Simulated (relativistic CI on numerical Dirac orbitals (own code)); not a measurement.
# Slater and spin-orbit integrals, Pt³⁷⁺

These numbers are calculated, not measured: Dirac-Coulomb-Breit CI, orbitals from a KLI potential per configuration, model QED, unscaled Slater integrals (own radial code, finite nucleus).

Slater integrals F^k, G^k are unscaled and averaged over j, outside the closed core [Ar] 3d10; ζ comes from projecting the Hamiltonian with its Breit term on Σ l·s of the shell.

- 4s2 4p6 4d5: F^2(4d,4d) = 252810, F^4(4d,4d) = 172160, ζ(4d) = 76533 cm⁻¹; <r>(4d) = 0.3967, <r^2>(4d) = 0.18 (bohr units).
- 4s2 4p6 4d4 4f: F^2(4d,4d) = 252660, F^4(4d,4d) = 172050, ζ(4d) = 76454, F^2(4d,4f) = 254460, F^4(4d,4f) = 165620, G^1(4d,4f) = 258640, G^3(4d,4f) = 179550, G^5(4d,4f) = 132320, ζ(4f) = 13841 cm⁻¹; <r>(4d) = 0.397, <r^2>(4d) = 0.1802, <r>(4f) = 0.3715, <r^2>(4f) = 0.1564 (bohr units).
- 4s2 4p5 4d6: ζ(4p) = 620520, F^2(4d,4d) = 252750, F^4(4d,4d) = 172110, F^2(4p,4d) = 253860, G^1(4p,4d) = 314780, G^3(4p,4d) = 201650, ζ(4d) = 76256 cm⁻¹; <r>(4p) = 0.3949, <r^2>(4p) = 0.1766, <r>(4d) = 0.3968, <r^2>(4d) = 0.18 (bohr units).

Give the Racah parameters of the d shell in 4s2 4p6 4d5.

B = F²/49 − 5F⁴/441 = 3207 cm⁻¹ and C = 35F⁴/441 = 13663 cm⁻¹.

Averages of the first 9 configurations, taken without configuration mixing, which lowers the lowest level and can move excited configurations by several eV; other configurations of the list can lie among them:

| Configuration | Parity | States | Average energy above the lowest level (eV) |
| --- | --- | --- | --- |
| 4s2 4p6 4d5 | even | 252 | 50.8 |
| 4s2 4p6 4d4 4f | odd | 2940 | 279.4 |
| 4s2 4p5 4d6 | odd | 1260 | 290.3 |
| 4s 4p6 4d5 4f | odd | 7056 | 715.5 |
| 4p6 4d7 | even | 120 | 932.4 |
| 4p5 4d8 | odd | 270 | 1168.5 |
| 4s2 4p6 4d3 5s2 | even | 120 | 1101.6 |
| 4s2 4p6 4d2 4f 5s2 | odd | 630 | 1329.6 |
| 4s 4p6 4d3 4f 5s2 | odd | 3360 | 1766.4 |
